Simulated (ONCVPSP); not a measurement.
## What one change does to a pseudopotential (zinc (Zn), ONCV)

```
Element                 : Zn
Generator               : ONCVPSP 4.0.1
Type                    : optimised norm-conserving Vanderbilt (ONCV)
Functional              : LDA (Perdew-Wang 92)
Relativity              : scalar-relativistic
Frozen core             : [Ar]
Valence charge          : 12
Reference configuration : 3d10 4s2
Partial waves           : 4s: rc 1.80 bohr, ncon 4, nbas 9, qcut 3.4 1/bohr, 2 projectors, debl 2.6 Ha; p scattering state at 0.1 Ha: rc 1.90 bohr, ncon 4, nbas 7, qcut 5.1 1/bohr, 2 projectors, debl 2.8 Ha; 3d: rc 1.50 bohr, ncon 3, nbas 8, qcut 9.5 1/bohr, 2 projectors, debl 3.3 Ha
Local potential         : polynomial inside 1.45 bohr (lpopt 5, dvloc0 0 Ha)
Core correction         : Teter function, fcfact 2.5, rcfact 1.1
```

Change: d: rc 2.02.

Cutoffs: the cutoffs (Ha) at which the residual kinetic energy of the hardest occupied pseudo-wave falls to 1 and 0.1 mHa per electron; they do not see the model core or the augmentation charge, which bear on the density cutoff. Errors are all-electron minus pseudo energies relative to the spin-unpolarised reference configuration.

Task: What does the change do?

Result: The potential gets softer (39 Ha and 43 Ha → 31 Ha and 35 Ha); of the 4 tests that both files solve, the error grows in 3 and shrinks in 0 by more than 15 % and 0.3 meV (median size 12.5 → 17.2 meV); neither file shows a bound ghost. A larger radius leaves more room for a smooth pseudo-wave, so fewer plane waves are needed. More of the atom is replaced by a form fitted at one configuration, so other configurations suffer.

| quantity | base | changed |
| --- | --- | --- |
| cutoff, loose | 39 Ha | 31 Ha |
| cutoff, tight | 43 Ha | 35 Ha |
| loose cutoff by channel | s 6.0 Ha, d 39 Ha | s 6.0 Ha, d 31 Ha |
| bound ghosts | none | none |
| GHOST(+) flags under 300 eV | s at 98.2 eV, p at 156.8 eV | s at 98.2 eV, p at 156.8 eV |
| error for 3d10 4s1, meV [ΔE 10.18 eV] | +1.8 | +4.0 |
| error for 3d10 4s0, meV [ΔE 28.95 eV] | +19 | +28 |
| error for 3d9 4s0, meV [ΔE 69.84 eV] | +121 | +235 |
| error for 3d10 4s0 4p2, meV [ΔE 10.75 eV] | +6.3 | +6.7 |
| s: phases at 1.83 bohr within 0.05 rad from the reference energy up to (Ha; the scan ends near 5) | 3.5 | 3.5 |
| p: phases at 1.93 bohr within 0.05 rad from the reference energy up to (Ha; the scan ends near 5) | 4.3 | 4.3 |
| rms error of d²Exc/dni dnj with the model core, mHa | 5.71 | 4.73 |
